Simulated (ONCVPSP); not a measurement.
What one change does to a pseudopotential (molybdenum (Mo), ONCV)

- Element: Mo
- Generator: ONCVPSP 4.0.1
- Type: optimised norm-conserving Vanderbilt (ONCV)
- Functional: PBE
- Relativity: fully relativistic
- Frozen core: [Ar] 3d10
- Valence charge: 14
- Reference configuration: 4s2 4p6 4d5 5s0.75 (charge +0.25)
- Partial waves: 4s+5s: rc 2.10 bohr, ncon 3, nbas 7, qcut 6.1 1/bohr, 3 projectors, debl 3.2 Ha; 4p: rc 1.15 bohr, ncon 4, nbas 8, qcut 5.8 1/bohr, 2 projectors, debl 2.1 Ha; 4d: rc 2.15 bohr, ncon 4, nbas 9, qcut 8.1 1/bohr, 3 projectors, debl 0.8 Ha
- Local potential: polynomial inside 0.70 bohr (lpopt 4, dvloc0 0 Ha)
- Core correction: Teter function fitted to the true core (icmod 2), fcfact 0.5

Open shells are filled in proportion to 2j + 1.

All-electron outer shells of the reference configuration (PBE, scalar-relativistic, ld1.x):

| shell | level (eV) | outermost node (bohr) | outermost maximum (bohr) |
| --- | --- | --- | --- |
| 3d | -222.52 | – | 0.32 |
| 4s | -65.91 | 0.51 | 0.99 |
| 4p | -40.06 | 0.52 | 1.08 |
| 5s | -5.45 | 1.34 | 2.89 |
| 4d | -5.31 | 0.53 | 1.38 |

Change: d: qcut 5.8.

Cutoffs: the cutoffs (Ha) at which the residual kinetic energy of the hardest occupied pseudo-wave falls to 1 and 0.1 mHa per electron; they do not see the model core or the augmentation charge, which bear on the density cutoff. Errors are all-electron minus pseudo energies relative to the spin-unpolarised reference configuration.

Problem. Predict the effect on cutoff, ghosts and configuration errors.

Solution. The potential gets neither clearly harder nor softer (126 Ha and 155 Ha → 126 Ha and 155 Ha); the p channel sets the loose cutoff, while the largest relative change is in d, which becomes softer; of the 4 tests that both files solve, the error grows in 2 and shrinks in 1 by more than 15 % and 0.3 meV (median size 0.5 → 1.1 meV); neither file shows a bound ghost.

| quantity | base | changed |
| --- | --- | --- |
| cutoff, loose | 126 Ha | 126 Ha |
| cutoff, tight | 155 Ha | 155 Ha |
| loose cutoff by channel | s 8.6 Ha, p 126 Ha, d 18 Ha | s 8.6 Ha, p 126 Ha, d 14 Ha |
| bound ghosts | none | none |
| GHOST(+) flags under 300 eV | s at 87.8 eV, p3/2 at 271.5 eV | s at 87.8 eV, p3/2 at 271.5 eV |
| error for 4s2 4p6 4d5 5s1, meV [ΔE -1.19 eV] | -0.1 | 0.0 |
| error for 4s2 4p6 4d5 5s0, meV [ΔE 5.70 eV] | -1.0 | -0.6 |
| error for 4s2 4p6 4d4 5s0, meV [ΔE 21.16 eV] | 0.0 | +1.5 |
| error for 4s2 4p6 4d2 5s0, meV [ΔE 87.40 eV] | +40 | +144 |
| s: phases at 2.13 bohr within 0.05 rad from the reference energy up to (Ha; the scan ends near 5) | to the end of the scan | to the end of the scan |
| p3/2: phases at 1.17 bohr within 0.05 rad from the reference energy up to (Ha; the scan ends near 5) | to the end of the scan | to the end of the scan |
| p1/2: phases at 1.17 bohr within 0.05 rad from the reference energy up to (Ha; the scan ends near 5) | to the end of the scan | to the end of the scan |
| d5/2: phases at 2.18 bohr within 0.05 rad from the reference energy up to (Ha; the scan ends near 5) | to the end of the scan | to the end of the scan |
| d3/2: phases at 2.18 bohr within 0.05 rad from the reference energy up to (Ha; the scan ends near 5) | to the end of the scan | to the end of the scan |
| rms error of d²Exc/dni dnj with the model core, mHa | 3.81 | 3.80 |
